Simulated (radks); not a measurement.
Q: Species: In30+. Configuration: [Ar] 3d1. Calculated with a radial shooting solver on a logarithmic mesh with Libxc functionals: scalar-relativistic Kohn-Sham, r2SCAN, spin-polarised, spherical densities, finite nucleus; open shells are filled with parallel spins first (spin-orbit coupling, left out, can overturn this in heavy ions); meta-GGA in the generalised Kohn-Sham scheme; Fermi nuclear charge, rms radius 4.6156 fm. Some entries of the table are withheld. Estimate them.

orbital  occ.  eigenvalue (hartree)  <r^2> (bohr^2)
1s up       1             -1075.714        0.001195
1s down     1             -1075.714        0.001195
2s up       1             -206.3537         0.01909
2s down     1             -206.1765         0.01907
2p up       3             -190.8900         0.01503
2p down     3             -190.7582         0.01500
3s up       1                   (1)          0.1160
3s down     1                   (2)          0.1163
3p up       3             -68.91214          0.1121
3p down     3             -68.71416          0.1124
3d up       1             -62.21200             (3)
3d down     0             -61.95524             (4)

A: 
(1) 3s up eigenvalue (hartree): -73.96032
(2) 3s down eigenvalue (hartree): -73.77601
(3) 3d up <r^2> (bohr^2): 0.08984
(4) 3d down <r^2> (bohr^2): 0.09020
